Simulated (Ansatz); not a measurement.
CH9GeNSi, SMILES `[CH3][GeH2][NH][SiH3]`. Total charge 0; spin multiplicity 1. The geometry is a stationary point of PBE0-D4/def2-TZVP. It is one conformer, not always the lowest.

```xyz
13

C     1.257    0.571    1.492
Ge    0.466   -0.983    0.626
N    -1.057   -0.480   -0.287
Si   -1.125    0.487   -1.701
H     0.548    1.007    2.196
H     2.165    0.290    2.029
H     1.514    1.322    0.743
H     1.476   -1.611   -0.359
H     0.013   -2.039    1.652
H    -1.896   -0.956    0.008
H    -2.148    1.565   -1.595
H     0.220    1.105   -1.859
H    -1.433   -0.280   -2.944
```

(1) What is the dipole moment at ωB97M-V/def2-TZVPP? (Estimate.)

(2) And with PBE, r2SCAN, B3LYP? (Estimate.)

(3) Give the Mulliken charges with ωB97M-V, r2SCAN, PBE in def2-TZVPP. (Best estimate.)

Results:

(1) Computed: 1.15 D, with components (-0.03, -0.32, 1.10) D in this frame, pointing from negative to positive charge.

(2) Ansatz gave: PBE 1.14 D, r2SCAN 1.16 D, B3LYP 1.12 D.

(3) Ansatz gave: 
| atom | ωB97M-V | r2SCAN | PBE |
| --- | --- | --- | --- |
| C1 | -0.43 | -0.27 | -0.35 |
| Ge2 | 0.25 | 0.29 | 0.24 |
| N3 | -0.42 | -0.47 | -0.35 |
| Si4 | 0.27 | 0.40 | 0.28 |
| H5 | 0.13 | 0.08 | 0.11 |
| H6 | 0.13 | 0.08 | 0.11 |
| H7 | 0.12 | 0.08 | 0.11 |
| H8 | 0.00 | -0.03 | -0.03 |
| H9 | 0.00 | -0.03 | -0.03 |
| H10 | 0.10 | 0.14 | 0.13 |
| H11 | -0.05 | -0.09 | -0.07 |
| H12 | -0.04 | -0.08 | -0.07 |
| H13 | -0.05 | -0.10 | -0.08 |

B3LYP here is the variant with VWN-RPA as its local correlation; programs differ in this.
